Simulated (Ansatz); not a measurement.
BrCl2HSn, SMILES `[Cl][SnH]([Cl])[Br]`. The species carries charge 0 and has multiplicity 1. Sn takes the def2 core potential. Geometry: relaxed with PBE0-D4/def2-TZVP.

```xyz
5

Cl    1.797    1.023    0.897
Sn   -0.040   -0.124    0.115
Cl    0.585   -1.131   -1.860
Br   -1.789    1.511   -0.393
H    -0.552   -1.279    1.242
```

**Question.** What is the dipole moment at PBE/def2-TZVPP? (Estimate.)

**Answer.** Computed: 1.79 D, with components (-0.86, -1.04, 1.19) D in this frame, pointing from negative to positive charge.

**Question.** And with r2SCAN, B3LYP, ωB97M-V? (Estimate.)

**Answer.** The calculation gave: r2SCAN 1.90 D, B3LYP 1.88 D, ωB97M-V 1.92 D.

**Question.** Give the Mulliken charges with PBE, r2SCAN, ωB97M-V in def2-TZVPP. (Best estimate.)

**Answer.** Computed: 
```
atom    PBE  r2SCAN  ωB97M-V
 Cl1  -0.30   -0.33    -0.29
 Sn2   0.95    1.02     0.88
 Cl3  -0.30   -0.33    -0.29
 Br4  -0.27   -0.29    -0.26
  H5  -0.07   -0.06    -0.04
```

B3LYP here is the variant with VWN-RPA as its local correlation; programs differ in this.
